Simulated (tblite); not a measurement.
C3H14FPSi3.
Numbering: `[F:1][CH2:2][C@@H:3]([CH2:4][SiH3:5])[SiH2:6][PH:7][SiH3:8]` (hydrogens: H9, H10 on C2; H11 on C3; H12, H13 on C4; H14, H15, H16 on Si5; H17, H18 on Si6; H19 on P7; H20, H21, H22 on Si8)

Computed with GFN2-xTB (tblite), gas phase: L-BFGS steps from a force-field or distance-geometry start until the largest atomic force falls under 0.01 eV/Å.

Geometry at step 97:
```
atom  x, y, z in Å
F1     -1.5564   -0.2435   -2.5249
C2     -1.1878    0.7509   -1.6423
C3     -0.5852    0.1442   -0.3907
C4     -1.6350   -0.5509    0.4839
Si5    -2.6685    0.6168    1.5747
Si6     0.7831   -1.0994   -0.8872
P7      2.0754   -1.1620    0.9334
Si8     3.5462    0.4465    0.4831
H9     -0.4569    1.3696   -2.1741
H10    -2.0888    1.3411   -1.4430
H11    -0.1376    0.9638    0.1816
H12    -1.1297   -1.2689    1.1337
H13    -2.2922   -1.1435   -0.1559
H14    -3.5207   -0.1781    2.4537
H15    -3.4922    1.4773    0.7185
H16    -1.7839    1.4685    2.3774
H17     1.4886   -0.6574   -2.0976
H18     0.2032   -2.4279   -1.0964
H19     2.8425   -2.2185    0.4888
H20     4.2598    0.2166   -0.7800
H21     4.5285    0.4650    1.5661
H22     2.7969    1.7093    0.3958
```

Task: What forces act on the atoms?

Result: 
| atom | Fx (eV/Å) | Fy (eV/Å) | Fz (eV/Å) |
| --- | --- | --- | --- |
| F1 | -0.024 | 0.046 | 0.050 |
| C2 | -0.031 | 0.001 | -0.017 |
| C3 | -0.021 | 0.008 | -0.026 |
| C4 | -0.045 | 0.013 | -0.012 |
| Si5 | 0.043 | 0.081 | -0.069 |
| Si6 | 0.017 | -0.010 | 0.064 |
| P7 | -0.064 | -0.142 | 0.049 |
| Si8 | 0.050 | 0.055 | -0.108 |
| H9 | -0.013 | -0.005 | 0.010 |
| H10 | -0.020 | -0.045 | 0.024 |
| H11 | 0.023 | 0.017 | -0.029 |
| H12 | 0.056 | 0.004 | 0.066 |
| H13 | 0.037 | 0.000 | -0.048 |
| H14 | -0.040 | -0.026 | 0.004 |
| H15 | -0.019 | 0.008 | 0.035 |
| H16 | 0.003 | -0.040 | -0.042 |
| H17 | -0.021 | -0.014 | -0.028 |
| H18 | 0.025 | 0.022 | -0.024 |
| H19 | 0.034 | 0.053 | 0.019 |
| H20 | -0.042 | 0.039 | 0.020 |
| H21 | -0.039 | 0.028 | 0.026 |
| H22 | 0.093 | -0.095 | 0.038 |

The largest, 0.16 eV/Å, acts on P7; the rms over all components is 0.044 eV/Å. The forces sum to zero within rounding, as they must for an isolated molecule in no field.

Task: Give the force on P7 in Eh/bohr and in nN.

Result: 0.163 eV/Å ÷ 51.422 = 0.00318 Eh/bohr, and 0.163 eV/Å × 1.602 = 0.26 nN.

Task: How far is this geometry from the end of the optimisation?

Result: 0.067 eV above it, and 0.843 Å rms away after alignment. The bonds farthest from their final lengths, with half the difference of the two atoms' forces along the bond (positive lengthens):

```json
{"bond": "Si8–H22", "now (Å)": "1.471", "final (Å)": "1.464", "force along bond (eV/Å)": "-0.08"}
{"bond": "P7–Si8", "now (Å)": "2.226", "final (Å)": "2.230", "force along bond (eV/Å)": "+0.12"}
{"bond": "F1–C2", "now (Å)": "1.380", "final (Å)": "1.376", "force along bond (eV/Å)": "-0.04"}
{"bond": "C3–C4", "now (Å)": "1.533", "final (Å)": "1.530", "force along bond (eV/Å)": "+0.01"}
{"bond": "Si6–H17", "now (Å)": "1.469", "final (Å)": "1.472", "force along bond (eV/Å)": "+0.03"}
{"bond": "C4–H12", "now (Å)": "1.092", "final (Å)": "1.095", "force along bond (eV/Å)": "+0.05"}
```

The angle farthest from its final value is C3–Si6–P7, 102.7° against 106.5°.

The cost below is that of the whole relaxation. Hardware: one thread of an Arm Neoverse N1, no GPU, shared host with 64 logical CPUs at a one-minute load of 59. Cost: 4.8 s.
